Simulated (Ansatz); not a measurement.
Calculated with Ansatz (gas phase, PBE0-D4/def2-TZVP geometries, no zero-point term in ΔE). CCSD(T)/CBS is the MP2 limit (def2-TZVPP, def2-QZVPP) plus CCSD(T) − MP2 in def2-TZVPP, frozen cores. This one scheme is used for every species. Functionals use def2-TZVPP. B3LYP here is the variant with VWN-RPA as its local correlation; programs differ in this. Each species was taken in one conformer, which may not be the lowest.

Consider the hydrogenolysis of the Si–O bond: `F[SiH2]O[SiH2][SiH3]` + H₂ → disilane + `O[SiH2]F`.

| level | ΔE (kJ/mol) | difference from CCSD(T)/CBS |
| --- | --- | --- |
| PBE-D4 | 65.1 | -10.6 |
| PBE0-D4 | 66.6 | -9.1 |
| B3LYP-D4 | 77.8 | 2.1 |
| B2PLYP | 71.0 | -4.7 |
| PBE | 56.9 | -18.8 |
| PBE0 | 59.0 | -16.7 |
| B3LYP | 64.8 | -10.9 |
| MP2/def2-TZVPP | 78.3 | 2.6 |
| SCS-MP2/def2-TZVPP | 76.7 | 1.0 |
| CCSD/def2-TZVPP | 70.2 | -5.5 |
| CCSD(T)/def2-TZVPP | 72.0 | -3.7 |
| HF/def2-QZVPP | 71.6 | -4.1 |
| MP2/def2-QZVPP | 81.2 | 5.5 |
| SCS-MP2/def2-QZVPP | 79.4 | 3.7 |
| MP2/CBS(def2) | 82.0 | 6.3 |
| CCSD/CBS(def2) | 73.9 | -1.8 |
| CCSD(T)/CBS | 75.7 | 0 |

Largest T1 diagnostic among the species: 0.013.

The D4 term adds +13.1 kJ/mol with B3LYP and +7.6 kJ/mol with PBE0; it sums over pairs of atoms, weighted by their polarisabilities, and B3LYP, whose exchange is more repulsive, gets the larger term.
